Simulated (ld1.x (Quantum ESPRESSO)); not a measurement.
**Ti (Z = 22): excitation energies, all-electron against TM semilocal**

```
Element                 : titanium (Ti)
Generator               : ld1.x (Quantum ESPRESSO) 7.5
Type                    : norm-conserving Troullier–Martins (semilocal form)
Functional              : PBE
Relativity              : scalar-relativistic
Frozen core             : [Ar]
Valence charge          : 4
Reference configuration : 3d2 4s1.5 4p0.5
Partial waves           : 4p (bound): rc 2.70 bohr; 3d (bound): rc 1.90 bohr; 4s (bound): rc 2.75 bohr
Local potential         : the s channel
Core correction         : none
```

Energies are relative to the spin-unpolarised reference configuration 3d2 4s1.5 4p0.5; without spin polarisation the order of configurations can differ from experiment. The frozen-core shift is the all-electron ΔE with the core orbitals held at their reference shape minus the fully relaxed ΔE.

```
valence configuration  charge  ΔE all-electron (eV)  error AE − PS (meV)  frozen-core shift (meV)
          3d2 4s2 4p0       0                -1.519                 +2.0                     +0.1
          3d2 4s1 4p0      +1                 5.828                 +4.7                     +1.2
          3d2 4s0 4p0      +2                19.400                 +201                      +11
          3d1 4s2 4p0      +1                 8.226                  +31                     +309
      3d2.5 4s1.5 4p0       0                -1.166                  -16                      +32
```

(1) What are ΔE and the potential's error for 3d3 4s1 4p0?

(2) What are ΔE and the potential's error for 3d3 4s0 4p0?

Results:

(1) ΔE = -0.413 eV all-electron; the error (AE − PS) is -54 meV.

(2) ΔE = 5.876 eV all-electron; the error (AE − PS) is -46 meV.
